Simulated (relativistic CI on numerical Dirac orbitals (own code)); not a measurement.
## Hyperfine structure of Dy XXI, mass number 163

Computed by Dirac-Coulomb-Breit CI, KLI orbitals optimised for each configuration, model QED (radiative potential, 1s self-energy scaled to tabulated hydrogen-like ionisation energies), unscaled Slater integrals (own radial code, finite nucleus).

Configurations in the expansion (outside the closed core [Ar] 3d10): 4s²4p⁶4d¹⁰, 4s²4p⁶4d⁹4f, 4s²4p⁵4d¹⁰4f, 4s²4p⁶4d⁹5s, 4s4p⁶4d¹⁰4f, 4s²4p⁶4d⁹5p, 4s²4p⁶4d⁹5d, 4s²4p⁵4d¹⁰5s, 4p⁶4d¹⁰4f², 4p⁶4d⁹4f³, 4p⁵4d¹⁰4f³, 4p⁶4d⁹4f²5s, 4p⁶4d⁹4f²5p, 4p⁶4d⁹4f²5d. Double excitations out of closed p, d and f shells are left out; levels of such configurations are missing from the list, as are those of other unlisted configurations, and high levels can miss mixing partners. These lack a partner that the ground configuration has and come out too high: 4s²4p⁵4d¹⁰5s.

Nuclear spin I = 5/2, μ = 0.671 μN, Q = 2.65 b (tables of Stone and Pyykkö). The electronic factors are computed for point nuclear moments, without core polarisation or the Bohr-Weisskopf and QED corrections.

```json
{"Level": "4s²4p⁶4d⁹4f ³P°1", "E (cm⁻¹)": "1215041", "A (MHz)": "233.3", "B (MHz)": "3090"}
{"Level": "4s²4p⁶4d⁹4f ³P°2", "E (cm⁻¹)": "1235881", "A (MHz)": "122.5", "B (MHz)": "5350"}
{"Level": "4s²4p⁶4d⁹4f ³H°5", "E (cm⁻¹)": "1249774", "A (MHz)": "1015", "B (MHz)": "-22400"}
{"Level": "4s²4p⁶4d⁹4f ³H°6", "E (cm⁻¹)": "1250750", "A (MHz)": "779.5", "B (MHz)": "-22000"}
{"Level": "4s²4p⁶4d⁹4f ³F°3", "E (cm⁻¹)": "1267706", "A (MHz)": "883.9", "B (MHz)": "3620"}
{"Level": "4s²4p⁶4d⁹4f ³F°4", "E (cm⁻¹)": "1280447", "A (MHz)": "771.1", "B (MHz)": "6860"}
{"Level": "4s²4p⁶4d⁹4f ³G°5", "E (cm⁻¹)": "1292520", "A (MHz)": "788.5", "B (MHz)": "-9880"}
{"Level": "4s²4p⁶4d⁹4f ³D°1", "E (cm⁻¹)": "1294392", "A (MHz)": "-520.4", "B (MHz)": "3570"}
```

Levels with J = 0, under 50 % of one LS term, or S terms without an open s electron are left out. Small factors come from cancelling terms and can be off by tens of per cent or more.

At this charge energies of transitions that change n are usually good to better than 1 %, and those within a shell (Δn = 0) to a few per cent.

(1) Give the hyperfine levels of 4s²4p⁶4d⁹4f ³H°5 relative to its centre of gravity.

## Answers

(1) With K = F(F + 1) − I(I + 1) − J(J + 1), E = AK/2 + B[¾K(K + 1) − I(I + 1)J(J + 1)]/[2I(2I − 1)J(2J − 1)]: F = 5/2: -24920, F = 7/2: -14580, F = 9/2: -3972, F = 11/2: 4893, F = 13/2: 9551, F = 15/2: 7092 MHz.

LS names give the leading component of a level, which can be under half, so a name can repeat, a term be missing and a line seem to break the LS rules.
